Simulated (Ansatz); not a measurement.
`BBC[SiH3]` → `BBC` + `[SiH2]` at 298.15 K and 1 bar (silylene formation by 1,1-elimination).

Calculated with Ansatz (gas phase, PBE0-D4/def2-TZVP geometries, no zero-point term in ΔE). CCSD(T)/CBS is the MP2 limit (def2-TZVPP, def2-QZVPP) plus CCSD(T) − MP2 in def2-TZVPP, frozen cores. This one scheme is used for every species. One conformer a species, not always the lowest.

| species | CCSD(T)/CBS energy (Eh) | H − E (kJ/mol) | S (J/(mol·K)) |
| --- | --- | --- | --- |
| `BBC[SiH3]` | -381.48606 | 241.3 | 340.9 |
| `BBC` | -91.20122 | 193.6 | 291.4 |
| `[SiH2]` | -290.19011 | 40.6 | 207.5 |

H − E and S are ideal-gas, rigid-rotor, harmonic terms from PBE0-D4/def2-TZVP, for one conformer and one mirror image of each species. 1 Eh = 2625.50 kJ/mol, R = 8.31446 J/(mol·K).

By hand: ΔE, ΔH, ΔS and ΔG.

ΔE = (-91.20122) + (-290.19011) − (-381.48606) = 0.09473 Eh = 248.7 kJ/mol. Δ(H − E) = 193.6 + 40.6 − 241.3 = -7.1, so ΔH = 241.6 kJ/mol. ΔS = 291.4 + 207.5 − 340.9 = 158.0 J/(mol·K). ΔG = 241.6 − 298.15 × (158.0)/1000 = 194.5 kJ/mol.

By hand: the equilibrium constant, and the temperature at which ΔG would vanish if ΔH and ΔS stayed fixed.

log₁₀ K = −ΔG/(RT ln 10) = -34.1. ΔG = 0 at ΔH/ΔS = 1529 K.

The number of gas molecules changes by +1, which sets the sign of ΔS. A doubt of 5 kJ/mol in ΔE shifts log₁₀ K by 0.9 here. Other conformers and mirror images would add mixing entropy, several J/(mol·K) or more a flexible species. Modes under 60 cm⁻¹, often nearly free rotors, make the harmonic entropy too high. These are equilibria of isolated gas molecules and say nothing of rates. Largest T1 diagnostic: 0.014 (customary marks: 0.02 for closed shells, 0.045 for open ones).
